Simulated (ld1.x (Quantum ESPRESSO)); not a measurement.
## Reading a pseudo-wave (nickel)

Columns: radius, all-electron u(r) and pseudo u(r) of the 4p shell (level -1.23 eV) of nickel in the configuration [Ar] 3d8 4s2 4p0; PBE, scalar-relativistic, TM scheme, ld1.x (Quantum ESPRESSO) 7.5.

| r (bohr) | all-electron | pseudo |
| --- | --- | --- |
| 0.132 | 0.0969 | 0.0023 |
| 0.264 | 0.0013 | 0.0090 |
| 0.396 | -0.1143 | 0.0201 |
| 0.528 | -0.1635 | 0.0353 |
| 0.660 | -0.1522 | 0.0543 |
| 0.792 | -0.1048 | 0.0768 |
| 0.924 | -0.0409 | 0.1024 |
| 1.056 | 0.0277 | 0.1311 |
| 1.188 | 0.0946 | 0.1626 |
| 1.320 | 0.1566 | 0.1967 |
| 1.452 | 0.2125 | 0.2329 |
| 1.584 | 0.2620 | 0.2704 |
| 1.716 | 0.3052 | 0.3076 |
| 1.848 | 0.3425 | 0.3429 |
| 1.980 | 0.3744 | 0.3744 |
| 2.112 | 0.4013 | 0.4013 |
| 2.244 | 0.4238 | 0.4238 |
| 2.376 | 0.4421 | 0.4421 |
| 2.508 | 0.4567 | 0.4567 |
| 2.640 | 0.4680 | 0.4680 |
| 2.772 | 0.4763 | 0.4763 |
| 2.904 | 0.4820 | 0.4820 |
| 3.036 | 0.4852 | 0.4852 |
| 3.168 | 0.4864 | 0.4864 |
| 3.300 | 0.4857 | 0.4857 |
| 3.432 | 0.4835 | 0.4835 |

(1) How many radial nodes do the two functions have?

(2) At about which radius was the pseudo-wave matched?

(3) Is the pseudo-wave norm-conserving?

## Answers

(1) The all-electron 4p function has n − l − 1 = 2; the pseudo-wave has 0, since the states of the same l below it are removed with the core.

(2) 2.10 bohr. The columns agree to 0.0005 from 1.85 bohr on; several derivatives are matched, so the curves merge somewhat inside the radius.

(3) Yes: the TM scheme keeps the norm inside the radius equal to the all-electron one, which fixes the energy derivative of the logarithmic derivative at the level.
